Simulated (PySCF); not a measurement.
Isomers of C3H8O3Si, one conformer each. Computed, not measured: core-valence-separated Tamm–Dancoff BHandHLYP/aug-pcX-1 (pcseg-1 on H, def2-SVPD on Si) in PySCF, non-relativistic, gas phase, PBE0-D3(BJ)/def2-SVP geometry. BHandHLYP without relativity tends to put these K edges a few eV too low, so spacings mean more than positions.

P. `CC(=O)OCO[SiH3]`
Q. `O[SiH]1OCCCO1`

Main lines, eV (oscillator strength):
1. C K: 285.1 (0.088), 286.8 (0.035), 286.9 (0.030), 288.0 (0.010), 288.6 (0.037); O K: 529.6 (0.045), 533.0 (0.008), 533.0 (0.020), 534.0 (0.009), 534.2 (0.011)
2. C K: 285.6 (0.019), 286.1 (0.028), 287.0 (0.056), 287.5 (0.065), 287.6 (0.062); O K: 532.1 (0.019), 533.3 (0.006), 533.7 (0.019), 533.8 (0.013), 534.0 (0.018)
Listed: the first five lines at most of each edge with a tenth or more of its strongest line's intensity; roots within 0.03 eV on the same or equivalent atoms are summed. Only the lowest roots were sought, and the top ones are left out.

Question: Which spectrum belongs to which isomer?

Answer: 1 = P, 2 = Q.
- P: first C line listed at 285.1 eV, hole on the ester carbonyl carbon (1s→π*); first O line listed at 529.6 eV, hole on the ester carbonyl oxygen (1s→π*).
- Q: first C line listed at 285.6 eV, hole on the ring CH2 carbon; first O line listed at 532.1 eV, hole on the silanol oxygen.

Question: What are the ground-state energies of the isomers at BHandHLYP/aug-pcX-1 (pcseg-1 on H, def2-SVPD on Si), relative to the lowest?

Answer: P 221.8, Q 0.0 kJ/mol (electronic energies on these geometries, no dispersion or zero-point terms).
